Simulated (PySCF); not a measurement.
## [Tb(H2O)3]3+ at several levels of theory

Computed with PySCF 2.14.0 (density fitting, no spin-orbit coupling) at the geometry relaxed with PBE0:

```xyz
10
[Tb(H2O)3]3+ (singlet in the valence; each metal's 4f electrons, 8 of them, lie in its core potential, out of spins and levels)
Tb    0.0000    0.0000    0.0000
O     2.2617    0.0000    0.0000
H     2.8785    0.7476    0.1932
H     2.8785   -0.7476   -0.1932
O    -1.1309    1.9587    0.0000
H    -2.0867    2.1190    0.1932
H    -0.7918    2.8666   -0.1932
O    -1.1308   -1.9587    0.0000
H    -0.7918   -2.8666    0.1932
H    -2.0867   -2.1191   -0.1932
```

```json
{"level": "PBE0", "basis": "Tb lcecp-1-SVP with ECP54, O def2-SVP, H def2-SVP", "state": "singlet", "HOMO (eV)": "-25.28", "gap (eV)": "8.25", "charge on Tb1 (e)": "1.97", "population of f-type functions on Tb1 (polarisation alone where 4f lies in the core)": "0.04", "dipole about the centre of mass (D)": "0.00", "largest force component (eV/Å)": "0.01"}
{"level": "TPSS", "basis": "the same", "state": "singlet", "HOMO (eV)": "-23.52", "gap (eV)": "5.87", "charge on Tb1 (e)": "1.89", "population of f-type functions on Tb1 (polarisation alone where 4f lies in the core)": "0.04", "dipole about the centre of mass (D)": "0.00", "largest force component (eV/Å)": "0.43"}
{"level": "PBE", "basis": "the same", "state": "singlet", "HOMO (eV)": "-23.43", "gap (eV)": "5.51", "charge on Tb1 (e)": "1.83", "population of f-type functions on Tb1 (polarisation alone where 4f lies in the core)": "0.04", "dipole about the centre of mass (D)": "0.00", "largest force component (eV/Å)": "0.51"}
```

In the lcecp rows the 4f levels are missing from HOMO and gap, and the state counts the valence alone.

Charges are Mulliken's, which hang on the basis. The relaxation used the grid (50, 194), these runs (75, 302) or, all-electron (x2c bases, spin-free X2C Hamiltonian), (99, 590).

Question: What does PBE0 with Tb lcecp-1-TZVP with ECP54, O def2-TZVP, H def2-TZVP give here?

Answer: state singlet, HOMO (eV) -25.29, gap (eV) 8.33, charge on Tb1 (e) 2.21, population of f-type functions on Tb1 (polarisation alone where 4f lies in the core) 0.06, dipole about the centre of mass (D) 0.00, largest force component (eV/Å) 0.31. Time: 16 s on 2 threads of Arm Neoverse V2, on a shared host, from free ions and atoms.

In the first row's basis the gap widens with exact exchange: 5.5 to 5.9 eV for PBE, TPSS (none); 8.2 eV for PBE0 (a fixed share).

A frequency check found unstable modes (1, the lowest at -19 cm⁻¹), so the relaxed geometry is a saddle point, or these are noise. An lcecp potential fixes the number of 4f electrons, so in runs with it no electron can move into or out of that shell.
